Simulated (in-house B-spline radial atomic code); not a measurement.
Whole-atom quantities along the 19-electron series, configuration [Ar] 3d1. Breit and QED terms are first order and not part of the total energy; the density at the nucleus is averaged over the nuclear charge. Computed with a radial B-spline atomic code at the basis-set limit: Dirac-Hartree-Fock, average of the configuration, finite nuclei.

| ion | Z | E/Z² (Eh) | Σ<r²> (bohr²) | n(0)/Z³ (bohr⁻³) | Lamb diamagnetic shielding (ppm) | repulsion over attraction | Breit energy (eV) | self-energy (eV) | vacuum polarisation (eV) | Dirac less non-relativistic energy (Eh) |
| --- | --- | --- | --- | --- | --- | --- | --- | --- | --- | --- |
| Zr21+ | 40 | -2.0879 | 1.9119 | 1.1393 | 3312.54 | 0.088653 | 53.717 | 41.663 | -4.5402 | -58.341 |
| Nb22+ | 41 | -2.0999 | 1.79 | 1.1662 | 3410.76 | 0.086642 | 58.27 | 45.408 | -5.0307 | -64.861 |
| Mo23+ | 42 | -2.1116 | 1.6792 | 1.1933 | 3509.52 | 0.084712 | 63.08 | 49.39 | -5.5618 | -71.926 |
| Tc24+ | 43 | -2.123 | 1.5783 | 1.224 | 3608.86 | 0.082859 | 68.155 | 53.619 | -6.1364 | -79.571 |
| Ru25+ | 44 | -2.1341 | 1.4861 | 1.2538 | 3708.78 | 0.081077 | 73.501 | 58.106 | -6.7567 | -87.825 |
| Rh26+ | 45 | -2.1448 | 1.4016 | 1.2867 | 3809.33 | 0.079364 | 79.129 | 62.859 | -7.426 | -96.725 |
| Pd27+ | 46 | -2.1554 | 1.324 | 1.3202 | 3910.51 | 0.077714 | 85.044 | 67.891 | -8.147 | -106.3 |
| Ag28+ | 47 | -2.1657 | 1.2526 | 1.356 | 4012.35 | 0.076125 | 91.256 | 73.211 | -8.9231 | -116.6 |
| Cd29+ | 48 | -2.1757 | 1.1866 | 1.3912 | 4114.88 | 0.074594 | 97.772 | 78.832 | -9.7569 | -127.65 |
| In30+ | 49 | ? | ? | ? | ? | ? | ? | ? | ? | ? |
| Sn31+ | 50 | -2.1952 | 1.0691 | 1.47 | 4322.09 | 0.071691 | 111.75 | 91.023 | -11.614 | -152.18 |
| Sb32+ | 51 | -2.2048 | 1.0166 | 1.5117 | 4426.83 | 0.070314 | 119.24 | 97.618 | -12.644 | -165.74 |
| Te33+ | 52 | -2.2141 | 0.96779 | 1.5533 | 4532.35 | 0.068983 | 127.06 | 104.56 | -13.747 | -180.22 |
| I34+ | 53 | ? | ? | ? | ? | ? | ? | ? | ? | ? |
| Xe35+ | 54 | -2.2324 | 0.87981 | 1.6466 | 4745.88 | 0.066451 | 143.75 | 119.55 | -16.192 | -212.12 |
| Cs36+ | 55 | -2.2413 | 0.84009 | 1.6967 | 4853.94 | 0.065245 | 152.64 | 127.63 | -17.542 | -229.64 |
| Ba37+ | 56 | -2.2502 | 0.8029 | 1.748 | 4962.91 | 0.064076 | 161.91 | 136.12 | -18.984 | -248.27 |
| La38+ | 57 | -2.2589 | 0.76803 | 1.8028 | 5072.82 | 0.062944 | 171.57 | 145.02 | -20.523 | -268.07 |
| Ce39+ | 58 | -2.2676 | 0.73529 | 1.8597 | 5183.71 | 0.061845 | 181.61 | 154.37 | -22.165 | -289.08 |
| Pr40+ | 59 | -2.2761 | 0.7045 | 1.9199 | 5295.61 | 0.060779 | 192.07 | 164.17 | -23.917 | -311.37 |
| Nd41+ | 60 | -2.2846 | 0.67552 | 1.9825 | 5408.54 | 0.059744 | 202.94 | 174.44 | -25.783 | -334.99 |
| Pm42+ | 61 | -2.2931 | 0.6482 | 2.0452 | 5522.56 | 0.058738 | 214.23 | 185.21 | -27.77 | -360 |
| Sm43+ | 62 | ? | ? | ? | ? | ? | ? | ? | ? | ? |
| Eu44+ | 63 | -2.3098 | 0.59806 | 2.1737 | 5753.95 | 0.056809 | 238.13 | 208.29 | -32.134 | -414.41 |

(1) Fill in the row of In30+.

(2) Fill in the row of I34+.

(3) Fill in the row of Sm43+.

(4) With what power of Z does the column «vacuum polarisation (eV)» change over this range?

Results:

(1) E/Z² (Eh): -2.1856; Σ<r²> (bohr²): 1.1256; n(0)/Z³ (bohr⁻³): 1.4304; Lamb diamagnetic shielding (ppm): 4218.12; repulsion over attraction: 0.073117; Breit energy (eV): 104.6; self-energy (eV): 84.766; vacuum polarisation (eV): -10.653; Dirac less non-relativistic energy (Eh): -139.5.

(2) E/Z² (Eh): -2.2233; Σ<r²> (bohr²): 0.92229; n(0)/Z³ (bohr⁻³): 1.5997; Lamb diamagnetic shielding (ppm): 4638.69; repulsion over attraction: 0.067696; Breit energy (eV): 135.23; self-energy (eV): 111.87; vacuum polarisation (eV): -14.929; Dirac less non-relativistic energy (Eh): -195.66.

(3) E/Z² (Eh): -2.3015; Σ<r²> (bohr²): 0.62242; n(0)/Z³ (bohr⁻³): 2.1037; Lamb diamagnetic shielding (ppm): 5637.66; repulsion over attraction: 0.05776; Breit energy (eV): 225.96; self-energy (eV): 196.49; vacuum polarisation (eV): -29.882; Dirac less non-relativistic energy (Eh): -386.44.

(4) A fit of the logarithm of its size against log Z from Z = 40 to 63 has slope 4.31.
